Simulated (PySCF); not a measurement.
Stepwise substitution at one centre (Sn H-F). Gas-phase values, no solvent. Strings in code marks are SMILES.

Calculation: PySCF with PBE0-D4/def2-TZVP. Delta-SCF ions had no search for a lower state. 

| species | dipole moment (D) | HOMO–LUMO gap (eV) | vertical ionisation energy (Delta-SCF) (eV) | HOMO (eV) |
|---|---|---|---|---|
| 0 of 4 H replaced by F (`[SnH4]`) | 0.00 | 9.85 | 11.51 | -9.16 |
| 1 of 4 H replaced by F | [?] | 8.56 | [?] | -9.38 |
| 4 of 4 H replaced by F | 0.00 | 8.81 | 14.80 | [?] |

Problem. Complete the blanks.

Solution. 
- 1 of 4 H replaced by F, dipole moment (D): 2.73
- 1 of 4 H replaced by F, vertical ionisation energy (Delta-SCF) (eV): 11.76
- 4 of 4 H replaced by F, HOMO (eV): -12.43
